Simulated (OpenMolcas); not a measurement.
# 4s2 4p2 along the 32-electron sequence

| Item | Value |
| --- | --- |
| Program | OpenMolcas |
| Method | CASSCF |
| Basis | ANO-R2 |
| Scalar Hamiltonian | X2C, finite nucleus |
| Spin-orbit coupling | state interaction with AMFI integrals over the reference wave functions, term energies averaged over their components |

Active space for each ion: 2 electrons in 3 orbitals (4p).

Computed levels in cm-1 above 3P0:

```csv
Level,Ge,As+,Se2+,Br3+,Kr4+
3P1,471,890,1474,2221,3201
3P2,1251,2260,3565,5123,7024
1D2,9423,12452,15477,18523,21877
1S0,21977,28332,34292,39833,45457
weight of 3P in the lowest level (%),100,99,99,99,98
```

Measured, with the error of the calculation in %. Measured levels: Ge, As+ from NIST Handbook of Basic Atomic Spectroscopic Data; Se2+ from Moore, Atomic Energy Levels, vol. II, NSRDS-NBS 35 (1971 reprint of NBS Circular 467, 1952); Kr4+ from Saloman, J. Phys. Chem. Ref. Data 36, 215 (2007).

| Level | Ge | As+ | Se2+ | Kr4+ |
| --- | --- | --- | --- | --- |
| 3P1 | 557 (-15.5) | 1063 (-16.3) | 1741 (-15.4) | 3743 (-14.5) |
| 3P2 | 1410 (-11.2) | 2541 (-11.1) | 3937 (-9.5) | 7595 (-7.5) |
| 1D2 | 7125 (+32.2) | 10096 (+23.3) | 13032 (+18.8) | 19723 (+10.9) |
| 1S0 | 16367 (+34.3) | 22599 (+25.4) |  | 39204 (+16.0) |

The fine-structure level 3P2 changes by a factor of 5.61 from Ge to Kr4+. Its fourth root runs 5.95, 6.89, 7.73, 8.46, 9.15, with steps per unit of Z of 0.95, 0.83, 0.73, 0.69; equal steps would mean a (Z - σ)^4 law with constant σ.

1D2 changes by a factor of 2.32 over the same range, with steps per unit of Z of +3030, +3020, +3050, +3350 cm-1.

With the s shell closed, the reference lacks s² → p² mixing. Without dynamic correlation excited terms often stand tens of per cent too high (terms of higher spin than the ground term too low), and those without a measured partner can miss by more than the paired ones (holds for Ge; As+). Computed and measured levels are paired by configuration, term and J; levels that our copy of the source lacks, or whose pairing is in doubt (as where it misses far off the trend of its configuration), stay unpaired and out of the deviations. Levels of configurations outside the active space are missing.
